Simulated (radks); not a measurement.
Values are calculated unless marked as measured or tabulated.
Problem. Species: neutral dysprosium. Configuration: [Kr] 4d10 4f10 5s1.5 5p6 6s2 6p0.5 (fractional occupations, a model configuration). Code: a radial shooting solver on a logarithmic mesh with Libxc functionals. Model: scalar-relativistic Kohn-Sham, PBE, spin-unpolarised, spherical densities, finite nucleus; Fermi nuclear charge, rms radius 5.2218 fm. Some entries of the table are withheld. Estimate them.

orbital,occ.,eigenvalue (eV),<r^2> (bohr^2),<1/r> (bohr^-1)
1s,2,-53654.48,0.0006095,74.55
2s,2,-8938.030,0.009521,17.33
2p,6,-7931.846,0.007707,16.09
3s,2,(1),0.06285,6.376
3p,6,-1683.101,0.06312,5.977
3d,10,-1285.614,0.05282,5.669
4s,2,-396.7886,0.3171,2.687
4p,6,-295.0922,0.3590,2.464
4d,10,-156.5385,0.4320,2.172
5s,1.5,(2),1.885,1.023
5p,6,-28.3673,2.650,0.8548
4f,10,-6.5352,(3),1.565
6s,2,-4.7096,16.98,0.3247
5d,0,-2.7624,10.16,0.4690
6p,0.5,-1.6986,33.82,0.2304

Solution. 
(1) 3s eigenvalue (eV): -1992.081
(2) 5s eigenvalue (eV): -52.2317
(3) 4f <r^2> (bohr^2): 1.006
